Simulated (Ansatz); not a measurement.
Consider the redistribution: `NB(F)[SiH3]` + `CO[SiH](N)N` → `N[SiH](N)O[SiH3]` + `CB(N)F`.

Calculated with Ansatz (gas phase, PBE0-D4/def2-TZVP geometries, no zero-point term in ΔE). CBS: MP2 limit from def2 TZ/QZ plus the TZ coupled-cluster correction, frozen cores. Functionals use def2-TZVPP. Each species was taken in one conformer, which may not be the lowest.

`NB(F)[SiH3]`:

```xyz
9

N     1.193   -0.780   -0.837
B     0.063    0.029   -0.776
F    -0.430    0.500   -1.934
Si   -0.847    0.515    0.973
H     1.645   -1.018   -1.706
H     1.627   -1.174   -0.021
H    -0.831    1.988    1.194
H    -2.267    0.069    0.982
H    -0.153   -0.130    2.125
```

`CO[SiH](N)N`:

Cartesian coordinates in Å:
```
C -0.582 0.196 1.827
O 0.062 -0.790 1.058
Si 0.388 -0.634 -0.545
N 1.428 0.716 -0.710
N -0.910 -0.320 -1.607
H -0.071 1.163 1.762
H -1.621 0.335 1.507
H -0.584 -0.127 2.870
H 0.908 -1.977 -0.895
H 2.189 0.846 -0.064
H 1.661 1.060 -1.627
H -1.346 0.586 -1.659
H -1.523 -1.054 -1.917
```

`N[SiH](N)O[SiH3]`:

```xyz
13

N    -0.781   -1.420    0.800
Si    0.581   -0.852   -0.062
N     0.234   -1.105   -1.708
O     0.798    0.698    0.438
Si   -0.050    2.086    0.587
H    -0.910   -1.178    1.769
H    -1.170   -2.324    0.590
H     1.890   -1.503    0.181
H     0.969   -1.151   -2.393
H    -0.644   -0.823   -2.112
H    -0.950    2.292   -0.580
H     0.909    3.216    0.667
H    -0.876    2.064    1.824
```

`CB(N)F`:

```xyz
9

C     0.266   -0.310   -1.120
B    -0.405    0.339    0.138
N     0.006    0.119    1.455
F    -1.451    1.168   -0.043
H    -0.470   -0.895   -1.680
H     1.108   -0.962   -0.883
H     0.620    0.469   -1.803
H    -0.448    0.552    2.241
H     0.774   -0.480    1.694
```

```
             level  ΔE (kJ/mol)  difference from CCSD(T)/CBS
            PBE-D4       -205.5                         27.4
           ωB97X-V       -222.7                         10.2
            B2PLYP       -231.4                          1.5
               PBE       -204.7                         28.2
              PBE0       -216.7                         16.2
    MP2/def2-TZVPP       -241.7                         -8.8
SCS-MP2/def2-TZVPP       -238.0                         -5.1
   CCSD/def2-TZVPP       -232.7                          0.2
CCSD(T)/def2-TZVPP       -229.2                          3.7
     HF/def2-QZVPP       -248.3                        -15.4
       CCSD(T)/CBS       -232.9                            0
```

Largest T1 diagnostic among the species: 0.013.

From PBE to PBE0 (25 % exact exchange), in def2-TZVPP and without D4, ΔE moves by −12.0 kJ/mol. In def2-TZVPP, CCSD(T) changes the Hartree–Fock value by +16.9 kJ/mol (the triples alone add +3.5 kJ/mol) and MP2 by +4.4 kJ/mol.
